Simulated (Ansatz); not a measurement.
This geometry of ClGaH$_{2}$ (4 atoms, charge 0, multiplicity 1) is a first-order saddle point.

Level of theory: Ansatz, UKS r2SCAN-D4/def2-SVP.

```xyz
4
Properties=species:S:1:pos:R:3
Ga -0.743 0.415 -0.275
Cl 1.538 -0.756 0.169
H 0.659 -0.076 -1.042
H -1.454 0.416 1.149
```

Task: Which two structures does it join? (They come from a converged band through this point; their orientation in space is the band's.)

Result: Bonds broken: Ga1–Cl2, Ga1–H3. Bonds formed: Cl2–H3. ClGaH2 becomes ClH + GaH.

First end point:

```xyz
4
Properties=species:S:1:pos:R:3
Ga -0.176 0.074 -0.092
Cl 1.612 -0.683 0.846
H -0.103 0.195 -1.638
H -1.334 0.414 0.885
```

Last end point:

```xyz
4
Properties=species:S:1:pos:R:3
Ga -1.108 0.448 -0.349
Cl 1.748 -0.658 0.053
H 0.956 -0.268 -0.934
H -1.595 0.479 1.230
```

Task: How far does it lie above each of them?

Result: 2.31 eV above the first and 0.18 eV above the second. This is the barrier of this one path; another mechanism may lie lower. The orbitals were unrestricted but ended closed-shell.

Time of the run: 72 s on 2 threads of Intel(R) Xeon(R) 6975P-C (Granite Rapids), on a shared host, peak memory 0.18 GiB.
